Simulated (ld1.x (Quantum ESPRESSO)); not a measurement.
# Co (Z = 27): RRKJ pseudisation with LDA (PZ), non-relativistic reference atom.

Input for ld1.x (Quantum ESPRESSO) 7.5:

```
&input
   title='Co', zed=27., rel=0, dft='PZ', iswitch=3,
   config='[Ar] 3d7 4s2 4p0',
   nld=3, rlderiv=2.35, eminld=-7.0, emaxld=5.0, deld=0.02
 /
 &inputp
   pseudotype=2, tm=.false., rho0=0.02, lloc=2,
   nlcc=.false.,
   file_pseudopw='Co.UPF', file_wfcaegen='ae.wfc', file_wfcncgen='nc.wfc', file_beta='beta', file_chi='chi'
 /
3
4S  1  0   2.00   0.00  2.15  2.15  0.0
3P  2  1   6.00   0.00  0.75  0.75  0.0
3D  3  2   7.00   0.00  1.60  1.60  0.0
 &test
   configts(1)='3p6 3d7 4s2 4p0'
 /
```

Command:

```bash
ld1.x < Co.in > Co.out
```

The program printed (shortened: banner, matrices, multipoles, cross overlaps and the repeated all-electron block are left out):

```
Program LD1 v.7.5
     --------------------------- All-electron run ----------------------------

     Co

     atomic number is 27.00
     dft =PZ   lsd =0 sic =0 latt =0  beta=0.20 tr2=1.0E-14
     Exchange-correlation= PZ
                           (   1   1   0   0   0   0   0)
     mesh =1193 r(mesh) =  99.89935 a.u. xmin = -7.00 dx = 0.01250
     1 Ry =  13.60569312 eV

     n l     nl                  e(Ry)          e(Ha)          e(eV)
     1 0     1S 1( 2.00)      -551.2351      -275.6176     -7499.9361
     2 0     2S 1( 2.00)       -64.7602       -32.3801      -881.1080
     2 1     2P 1( 6.00)       -56.3051       -28.1525      -766.0692
     3 0     3S 1( 2.00)        -7.3030        -3.6515       -99.3630
     3 1     3P 1( 6.00)        -4.7760        -2.3880       -64.9806
     3 2     3D 1( 7.00)        -0.6443        -0.3221        -8.7656
     4 0     4S 1( 2.00)        -0.4095        -0.2048        -5.5719
     4 1     4P 1( 0.00)        -0.1045        -0.0523        -1.4219

     final scf error:  1.1E-15 reached in  27 iterations

     Etot =   -2760.153413 Ry,   -1380.076707 Ha,  -37553.800310 eV

     Ekin =    2756.943004 Ry,    1378.471502 Ha,   37510.120475 eV
     Encl =   -6582.496144 Ry,   -3291.248072 Ha,  -89559.422517 eV
     Eh   =    1178.307356 Ry,     589.153678 Ha,   16031.688296 eV
     Exc  =    -112.907630 Ry,     -56.453815 Ha,   -1536.186563 eV

     normalization and overlap integrals

     s(1S/1S) =  1.000000  <r> =   0.0570  <r2> =    0.0044  r(max) =   0.0375
     s(2S/2S) =  1.000000  <r> =   0.2593  <r2> =    0.0793  r(max) =   0.2158
     s(2P/2P) =  1.000000  <r> =   0.2265  <r2> =    0.0629  r(max) =   0.1723
     s(3S/3S) =  1.000000  <r> =   0.7846  <r2> =    0.7115  r(max) =   0.6731
     s(3P/3P) =  1.000000  <r> =   0.8209  <r2> =    0.7965  r(max) =   0.6816
     s(3D/3D) =  1.000000  <r> =   1.0635  <r2> =    1.5307  r(max) =   0.6648
     s(4S/4S) =  1.000000  <r> =   2.9067  <r2> =    9.8557  r(max) =   2.3202
     s(4P/4P) =  1.000000  <r> =   4.2660  <r2> =   21.9435  r(max) =   3.2113

     ------------------------ End of All-electron run ------------------------

     --------------------- Generating NC pseudopotential ---------------------

      Generating local pot.: lloc=2, matching radius rcloc =   1.6000

      Wfc   4S  rcut= 2.126  Estimated cut-off energy=        9.55 Ry
      Using 4 Bessel functions for this wfc, rho(0) = 0.020
      This function has    0 nodes for 0 < r <    2.126

      Wfc   3P  rcut= 0.744  Estimated cut-off energy=      316.04 Ry
      This function has    0 nodes for 0 < r <    0.744

     ------------------- End of pseudopotential generation -------------------

     Computing logarithmic derivative in   2.36418

       Warning: n=2, l=1 expected 0 nodes, found 1
       Setting wfc to zero for this iteration
       (This warning will only be printed once per wavefunction)

     Computing logarithmic derivative in   2.36418
     Computing the partial wave expansion
     R is outside the sphere for l=    0 j= 0.00
     R is outside the sphere for l=    1 j= 0.00
       no projector for channel:   2

     ---------------------- Testing the pseudopotential ----------------------

     Co

     atomic number is 27.00   valence charge is 15.00
     dft =PZ   lsd =0 sic =0 latt =0  beta=0.20 tr2=1.0E-14
     mesh =1193 r(mesh) =  99.89935 xmin = -7.00 dx = 0.01250

     n l     nl             e AE (Ry)        e PS (Ry)    De AE-PS (Ry)
     2 1     3P   1( 6.00)       -4.77598       -4.77598        0.00000
     3 2     3D   1( 7.00)       -0.64426       -0.64426        0.00000
     1 0     4S   1( 2.00)       -0.40953       -0.40953        0.00000
     3 1     4P   1( 0.00)       -0.10451       -0.09066       -0.01385  !

     eps = 3.6E-15  iter = 24

     Etot =   -2760.153413 Ry,   -1380.076707 Ha,  -37553.800310 eV
     Etotps =  -208.476522 Ry,    -104.238261 Ha,   -2836.467584 eV

     Ekin =     133.359772 Ry,      66.679886 Ha,    1814.452140 eV
     Encl =    -528.005901 Ry,    -264.002950 Ha,   -7183.886251 eV
     Ehrt =     181.716990 Ry,      90.858495 Ha,    2472.385604 eV
     Ecxc =     -22.947400 Ry,     -11.473700 Ha,    -312.215276 eV
     Epseu=      27.400015 Ry,      13.700008 Ha,     372.796200 eV

     ---------------------- End of pseudopotential test ----------------------
```

Note: ghost state, extra bound levels that the all-electron valence spectrum of the same l lacks: s at -146.8 eV. A true bound ghost makes a file unfit for plane-wave use.

Generation and configuration tests took about 2.5 s on one core of a shared server CPU.

Transferability test of the new file with ld1.x, input:

```
&input
   title='Co', zed=27., rel=0, dft='PZ', iswitch=2,
   config='[Ar] 3d7 4s2 4p0'
 /
 &test
   file_pseudo='Co.UPF', nconf=10,
   configts(1)='3p6 3d7 4s2 4p0',
   configts(2)='3p6 3d7 4s1 4p0',
   configts(3)='3p6 3d7 4s0 4p0',
   configts(4)='3p6 3d6 4s0 4p0',
   configts(5)='3p6 3d5 4s0 4p0',
   configts(6)='3p6 3d7 4s0 4p2',
   configts(7)='3p6 3d7 4s1.5 4p0',
   configts(8)='3p6 3d7.5 4s1.5 4p0',
   configts(9)='3p6 3d7 4s2 4p0', lsdts(9)=1,
   configts(10)='3p6 3d7 4s1 4p0', lsdts(10)=1
 /
```

```bash
ld1.x < Co.test.in > Co.test.out
```

Pseudopotential blocks of its output, shortened (energy terms left out; the distinct warnings before each block abridged to one line each):

```
     Warning: n=2, l=1 expected 0 nodes, found 1
     ---------------------- Testing the pseudopotential ----------------------

     n l     nl             e AE (Ry)        e PS (Ry)    De AE-PS (Ry)
     2 1     3P   1( 6.00)       -4.77598       -4.77598        0.00000
     3 2     3D   1( 7.00)       -0.64426       -0.64426        0.00000
     1 0     4S   1( 2.00)       -0.40953       -0.40953        0.00000
     3 1     4P   1( 0.00)       -0.10451       -0.09066       -0.01385  !

     eps = 4.8E-15  iter = 21

     Etot =   -2760.153413 Ry,   -1380.076707 Ha,  -37553.800310 eV
     Etotps =  -208.476522 Ry,    -104.238261 Ha,   -2836.467575 eV

     ---------------------- End of pseudopotential test ----------------------

          ---------------------- Testing the pseudopotential ----------------------

     n l     nl             e AE (Ry)        e PS (Ry)    De AE-PS (Ry)
     2 1     3P   1( 6.00)       -5.42604       -5.42121       -0.00483
     3 2     3D   1( 7.00)       -1.28825       -1.28630       -0.00195
     1 0     4S   1( 1.00)       -0.94662       -0.94679        0.00017
     3 1     4P   1( 0.00)       -0.56339       -0.53549       -0.02790  !

     eps = 3.2E-15  iter = 15

     Etot =   -2759.481442 Ry,   -1379.740721 Ha,  -37544.657676 eV
     Etotps =  -207.804506 Ry,    -103.902253 Ha,   -2827.324341 eV
     dEtot_ae =       0.671971 Ry
     dEtot_ps =       0.672015 Ry,   Delta E=      -0.000044 Ry

     ---------------------- End of pseudopotential test ----------------------

          ---------------------- Testing the pseudopotential ----------------------

     n l     nl             e AE (Ry)        e PS (Ry)    De AE-PS (Ry)
     2 1     3P   1( 6.00)       -6.17573       -6.16538       -0.01035  !
     3 2     3D   1( 7.00)       -2.02647       -2.02302       -0.00345
     1 0     4S   1( 0.00)       -1.52877       -1.53039        0.00162
     3 1     4P   1( 0.00)       -1.07394       -1.02979       -0.04415  !

     eps = 3.8E-15  iter = 20

     Etot =   -2758.244217 Ry,   -1379.122108 Ha,  -37527.824369 eV
     Etotps =  -206.566604 Ry,    -103.283302 Ha,   -2810.481827 eV
     dEtot_ae =       1.909196 Ry
     dEtot_ps =       1.909917 Ry,   Delta E=      -0.000721 Ry

     ---------------------- End of pseudopotential test ----------------------

          ---------------------- Testing the pseudopotential ----------------------

     n l     nl             e AE (Ry)        e PS (Ry)    De AE-PS (Ry)
     2 1     3P   1( 6.00)       -7.57697       -7.58789        0.01092  !
     3 2     3D   1( 6.00)       -3.36265       -3.36294        0.00029
     1 0     4S   1( 0.00)       -2.35751       -2.36170        0.00418
     3 1     4P   1( 0.00)       -1.81063       -1.73801       -0.07263  !

     eps = 6.2E-15  iter = 17

     Etot =   -2755.567499 Ry,   -1377.783750 Ha,  -37491.405772 eV
     Etotps =  -203.890643 Ry,    -101.945322 Ha,   -2774.073525 eV
     dEtot_ae =       4.585914 Ry
     dEtot_ps =       4.585878 Ry,   Delta E=       0.000036 Ry

     ---------------------- End of pseudopotential test ----------------------

          ---------------------- Testing the pseudopotential ----------------------

     n l     nl             e AE (Ry)        e PS (Ry)    De AE-PS (Ry)
     2 1     3P   1( 6.00)       -9.16538       -9.19008        0.02470  !
     3 2     3D   1( 5.00)       -4.89560       -4.88084       -0.01477  !
     1 0     4S   1( 0.00)       -3.28836       -3.30548        0.01712  !
     3 1     4P   1( 0.00)       -2.65994       -2.55409       -0.10585  !

     eps = 7.9E-15  iter = 14

     Etot =   -2751.453527 Ry,   -1375.726763 Ha,  -37435.432327 eV
     Etotps =  -199.781643 Ry,     -99.890821 Ha,   -2718.167724 eV
     dEtot_ae =       8.699886 Ry
     dEtot_ps =       8.694879 Ry,   Delta E=       0.005008 Ry

     ---------------------- End of pseudopotential test ----------------------

          ---------------------- Testing the pseudopotential ----------------------

     n l     nl             e AE (Ry)        e PS (Ry)    De AE-PS (Ry)
     2 1     3P   1( 6.00)       -5.02101       -5.05048        0.02947  !
     3 2     3D   1( 7.00)       -0.88125       -0.91472        0.03347  !
     1 0     4S   1( 0.00)       -0.55643       -0.57972        0.02330  !
     3 1     4P   1( 2.00)       -0.21306       -0.20886       -0.00420

     eps = 4.1E-16  iter = 24

     Etot =   -2759.504474 Ry,   -1379.752237 Ha,  -37544.971049 eV
     Etotps =  -207.786485 Ry,    -103.893243 Ha,   -2827.079152 eV
     dEtot_ae =       0.648939 Ry
     dEtot_ps =       0.690036 Ry,   Delta E=      -0.041098 Ry

     ---------------------- End of pseudopotential test ----------------------

          ---------------------- Testing the pseudopotential ----------------------

     n l     nl             e AE (Ry)        e PS (Ry)    De AE-PS (Ry)
     2 1     3P   1( 6.00)       -5.08646       -5.08424       -0.00222
     3 2     3D   1( 7.00)       -0.95230       -0.95138       -0.00092
     1 0     4S   1( 1.50)       -0.66892       -0.66895        0.00002
     3 1     4P   1( 0.00)       -0.32231       -0.30145       -0.02086  !

     eps = 6.1E-15  iter = 19

     Etot =   -2759.884681 Ry,   -1379.942340 Ha,  -37550.144023 eV
     Etotps =  -208.207789 Ry,    -104.103894 Ha,   -2832.811277 eV
     dEtot_ae =       0.268732 Ry
     dEtot_ps =       0.268733 Ry,   Delta E=      -0.000001 Ry

     ---------------------- End of pseudopotential test ----------------------

          ---------------------- Testing the pseudopotential ----------------------

     n l     nl             e AE (Ry)        e PS (Ry)    De AE-PS (Ry)
     2 1     3P   1( 6.00)       -4.58562       -4.57549       -0.01013  !
     3 2     3D   1( 7.50)       -0.47951       -0.47570       -0.00381
     1 0     4S   1( 1.50)       -0.36702       -0.36791        0.00090
     3 1     4P   1( 0.00)       -0.08466       -0.07357       -0.01109  !

     eps = 6.8E-15  iter = 22

     Etot =   -2760.239317 Ry,   -1380.119659 Ha,  -37554.969094 eV
     Etotps =  -208.561209 Ry,    -104.280605 Ha,   -2837.619807 eV
     dEtot_ae =      -0.085904 Ry
     dEtot_ps =      -0.084688 Ry,   Delta E=      -0.001216 Ry

     ---------------------- End of pseudopotential test ----------------------

          ---------------------- Testing the pseudopotential ----------------------

     n l     nl             e AE (Ry)        e PS (Ry)    De AE-PS (Ry)
     2 1     3P   1( 3.00)       -4.86661       -4.88737        0.02076  !
     3 2     3D   1( 5.00)       -0.72570       -0.74058        0.01488  !
     1 0     4S   1( 1.00)       -0.42610       -0.42561       -0.00049
     3 1     4P   1( 0.00)       -0.11101       -0.09577       -0.01524  !
     2 1     3P   2( 3.00)       -4.64476       -4.61433       -0.03043  !
     3 2     3D   2( 2.00)       -0.53019       -0.50953       -0.02066  !
     1 0     4S   2( 1.00)       -0.39019       -0.39079        0.00060
     3 1     4P   2( 0.00)       -0.09815       -0.08592       -0.01223  !

     eps = 6.9E-15  iter = 25

     Etot =   -2760.300169 Ry,   -1380.150085 Ha,  -37555.797029 eV
     Etotps =  -208.649725 Ry,    -104.324862 Ha,   -2838.824125 eV
     dEtot_ae =      -0.146756 Ry
     dEtot_ps =      -0.173203 Ry,   Delta E=       0.026447 Ry

     ---------------------- End of pseudopotential test ----------------------

          ---------------------- Testing the pseudopotential ----------------------

     n l     nl             e AE (Ry)        e PS (Ry)    De AE-PS (Ry)
     2 1     3P   1( 3.00)       -5.51119       -5.52537        0.01417  !
     3 2     3D   1( 5.00)       -1.36924       -1.38091        0.01167  !
     1 0     4S   1( 1.00)       -0.98964       -0.98931       -0.00032
     3 1     4P   1( 0.00)       -0.59527       -0.56480       -0.03046  !
     2 1     3P   2( 3.00)       -5.28383       -5.24884       -0.03498  !
     3 2     3D   2( 2.00)       -1.15413       -1.13046       -0.02368  !
     1 0     4S   2( 0.00)       -0.86819       -0.86843        0.00024
     3 1     4P   2( 0.00)       -0.50242       -0.47820       -0.02422  !

     eps = 3.9E-15  iter = 25

     Etot =   -2759.670934 Ry,   -1379.835467 Ha,  -37547.235843 eV
     Etotps =  -208.020146 Ry,    -104.010073 Ha,   -2830.258266 eV
     dEtot_ae =       0.482479 Ry
     dEtot_ps =       0.456376 Ry,   Delta E=       0.026104 Ry

     ---------------------- End of pseudopotential test ----------------------
```
